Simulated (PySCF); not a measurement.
**NMR parameters of [ReO4]-**

[ReO4]-, [O4Re]-, point group Td.

Cartesian coordinates in Å; atom numbers follow the order of the lines, from 1:
```xyz
5

Re   -0.0004    0.0000    0.0000
O     0.0208   -0.0129    1.7289
O     1.6228    0.0079   -0.5947
O    -0.8245    1.4148   -0.5566
O    -0.8186   -1.4098   -0.5776
```

Total charge -1.

GIAO calculations in PySCF on the PBE0-D3(BJ)/def2-SVP structure: isolated species, scalar relativity only through the core potential, equivalent atoms averaged; basis pcSseg-1 (def2-TZVP on Re).

(1) Give the isotropic shieldings (ppm) with B3LYP, PBE0.

(2) And the chemical shifts, against references computed in the same way?

(3) Which part of the shielding of O2/O3/O4/O5 depends on the functional?

## Answers

(1) 
```json
{"atoms": "O2/O3/O4/O5", "environment": "oxygen bonded to Re", "B3LYP": "-326.4", "PBE0": "-320.8"}
{"atoms": "HOMO–LUMO gap (eV)", "environment": "–", "B3LYP": "6.87", "PBE0": "7.36"}
```

(2) 
```tsv
atoms	nucleus, reference	B3LYP	PBE0
O2/O3/O4/O5	¹⁷O, H2O	660.4	655.3
```

(3) Diamagnetic: B3LYP 400, PBE0 398 ppm; paramagnetic: B3LYP -726, PBE0 -719 ppm. The diamagnetic part, set mainly by inner electrons, hardly moves; the paramagnetic part goes with low-lying magnetically allowed excitations and carries the spread.

Re is described by an effective core potential, so it has no shielding of its own here; spin–orbit effects on the atoms bonded to it, which can be large, are absent, and the values of these neighbours are rough. Unscaled 17O shifts of doubly bonded oxygen tend to come out too high, by tens of ppm or more. Experimental scales use liquid or dissolved standards, which lie at an offset from isolated H2O (liquid H2O: subtract about 36 ppm).
